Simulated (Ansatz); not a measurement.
`C[NH][SnH2][F]` + CH₃OH → `C[O][SnH2][F]` + CH₃NH₂  (ligand exchange at the Sn–N bond)

Gas-phase electronic energies from Ansatz, PBE0-D4/def2-TZVP geometries. CCSD(T)/CBS is the MP2 limit (def2-TZVPP, def2-QZVPP) plus CCSD(T) − MP2 in def2-TZVPP, frozen cores. This one scheme is used for every species. DFT in def2-TZVPP. def2 core potentials past Kr. For Sn outer-core shells are correlated without core-valence functions, which leaves a few kJ/mol of doubt a bond. One conformer a species, not always the lowest.

```
             level  ΔE (kJ/mol)  difference from CCSD(T)/CBS
       LDA (SPW92)        -15.4                          4.2
         revPBE-D4        -20.0                         -0.4
        r2SCANh-D4        -22.1                         -2.5
        r2SCAN0-D4        -20.4                         -0.8
           ωB97X-V        -21.2                         -1.6
          PBE-QIDH        -17.7                          1.9
              BLYP        -25.2                         -5.6
            r2SCAN        -23.6                         -4.0
              PBE0        -18.7                          0.9
         CAM-B3LYP        -22.6                         -3.0
           LC-ωPBE        -19.3                          0.3
      MP2/def2-SVP        -20.4                         -0.8
     CCSD/def2-SVP        -20.0                         -0.4
     HF/def2-TZVPP        -24.4                         -4.8
SCS-MP2/def2-TZVPP        -19.2                          0.4
CCSD(T)/def2-TZVPP        -18.2                          1.4
       CCSD(T)/CBS        -19.6                            0
```

**Question.** What do rigid-rotor, harmonic-oscillator terms from PBE0-D4/def2-TZVP frequencies (298.15 K, 1 bar) make of the CCSD(T)/CBS value? (Best estimate.)

**Answer.** Ansatz gave: ΔZPE = +0.9 kJ/mol, ΔH = -18.8 kJ/mol, ΔS = 3 J/(mol·K), ΔG = -19.8 kJ/mol.

Largest T1 diagnostic among the species: 0.014.

Leaving LDA and LC-ωPBE aside and taking each functional with its dispersion term where it has one, the values, not all of them listed here, spread over 9.4 kJ/mol, from B97M-V to PBE-QIDH. LDA lies +5.2 kJ/mol from PBE without D4. In def2-TZVPP, CCSD(T) changes the Hartree–Fock value by +6.2 kJ/mol (the triples alone add +0.1 kJ/mol) and MP2 by +7.5 kJ/mol.
